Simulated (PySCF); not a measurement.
## TaO₂ + 2 HCl → TaOCl₂ + H₂O

Level: PBE0 in the def2-TZVP basis family, computed in PySCF with density fitting; scalar-relativistic core potentials for atoms from Rb on, none lighter, no spin–orbit coupling; open shells unrestricted.

| species | state and structure | E (Eh) | ZPE (kJ/mol) | H(298 K) − H(0) (kJ/mol) | S° (J/(mol K)) |
| --- | --- | --- | --- | --- | --- |
| TaO₂ | doublet, C2v, Ta–O 1.719 Å (×2); O–Ta–O 105.5° | -207.39977 | 13.9 | 11.1 | 279.8 |
| HCl | singlet, C∞v, H–Cl 1.279 Å | -460.66440 | 17.9 | 8.7 | 186.6 |
| TaOCl₂ | doublet, C2v, Ta–Cl 2.296 Å (×2), Ta–O 1.703 Å; Cl–Ta–Cl 132.2°, Cl–Ta–O 113.9° (×2) | -1052.48586 | 13.2 | 17.1 | 346.4 |
| H₂O | singlet, C2v, O–H 0.960 Å (×2); H–O–H 105.1° | -76.37736 | 56.5 | 9.9 | 188.7 |

**Question.** What is the electronic reaction energy?

**Answer.** At PBE0/def2-TZVP, ΔE = -353.5 kJ/mol from the differences of the total energies times 2625.5, downhill. 

**Question.** Add zero-point, thermal and entropy terms for 298.15 K and 1 bar.

**Answer.** ΔZPE = 20.0 and Δ[H(298) − H(0)] = -1.5 kJ/mol give ΔH° = -335.0 kJ/mol. ΔS° = -117.9 J/(mol K), so ΔG° = -335.0 − 298.15 × (-0.1179) = -300 kJ/mol. ΔG° would change sign near 2840 K if ΔH° and ΔS° stayed fixed.

Spin–orbit coupling can matter for TaO₂, TaOCl₂ and is left out. Open d or f shells are single determinants, so the state found may not be the ground state. Only the bonding shown was studied: isomers, or loss of a ligand pair, can lie lower.
